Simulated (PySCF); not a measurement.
## Circular dichroism: `O[SiH2][Si@H]1C[C@H]1Cl`, C₂H₇ClOSi₂

Geometry:
```
atom   x (Å)   y (Å)   z (Å)
  O1   2.957  -0.516  -0.787
 Si2   1.831   0.235   0.117
 Si3  -0.247  -0.362  -0.649
  C4  -1.668  -0.554   0.594
  C5  -1.704   0.761  -0.155
 Cl6  -1.387   2.203   0.820
  H7   3.133  -1.451  -0.752
  H8   2.195   1.627  -0.112
  H9   2.010  -0.138   1.528
 H10  -0.596  -1.055  -1.895
 H11  -2.504  -1.214   0.405
 H12  -1.459  -0.478   1.652
 H13  -2.565   0.943  -0.784
```

Method: TDDFT BHandHLYP/def2-SVPD circular dichroism and optical rotation, one conformer, gas phase (PySCF). Geometry: GFN2-xTB.

The molecule is flexible and this is one conformer; a measurement averages over conformers. Singlets 6 and 7 lie within 0.01 eV of each other, so their separate moments and overlaps can depend on how they mix.

What are the CIP labels of the stereocentres?

Si3 S, C5 R.

List the lowest 12 singlet excitations with oscillator and rotatory strengths.

Rotatory strengths R in 10⁻⁴⁰ esu² cm², velocity form and length form (origin at the centre of mass); f in length form.
```
state  E (eV)  λ (nm)      f  R (velocity)  R (length)                                    main
    1    5.21     238  0.031          +7.1        +5.4                          HOMO→LUMO 0.87
    2    5.79     214  0.154         -47.7       -44.3                        HOMO→LUMO+1 0.83
    3    6.06     205  0.014         +30.2       +29.4      HOMO−1→LUMO 0.80, HOMO−2→LUMO 0.08
    4    6.27     198  0.021         +10.3        +9.8      HOMO→LUMO+3 0.57, HOMO→LUMO+4 0.17
    5    6.60     188  0.045         -45.5       -43.6    HOMO−1→LUMO+1 0.47, HOMO−2→LUMO 0.29
    6    6.86     181  0.024          +9.9       +10.4    HOMO→LUMO+2 0.43, HOMO−1→LUMO+1 0.27
    7    6.87     180  0.007          -5.1        -5.4      HOMO−2→LUMO 0.38, HOMO→LUMO+2 0.32
    8    7.17     173  0.011         +28.9       +28.1      HOMO→LUMO+4 0.50, HOMO→LUMO+3 0.19
    9    7.27     170  0.021          +1.2        -0.2  HOMO−1→LUMO+3 0.48, HOMO−1→LUMO+4 0.15
   10    7.37     168  0.010         +21.6       +19.5                      HOMO−2→LUMO+1 0.70
   11    7.59     163  0.009          -7.5        -6.4                        HOMO→LUMO+6 0.76
   12    7.66     162  0.007         -15.8       -15.3      HOMO−4→LUMO 0.41, HOMO−3→LUMO 0.34
```

For state 9 the two forms differ in sign, so the sign of R isn't settled.

Among the states computed, the strongest CD band (largest |R|) is state 2. The largest dissymmetry factor in size, g = 4R/(D+G), with D and G the electric and magnetic dipole strengths, is -0.026 for state 12 (velocity form, f = 0.007), among bands with |R| over 0.5. The mirror image has the same energies and oscillator strengths and all R with the opposite sign.
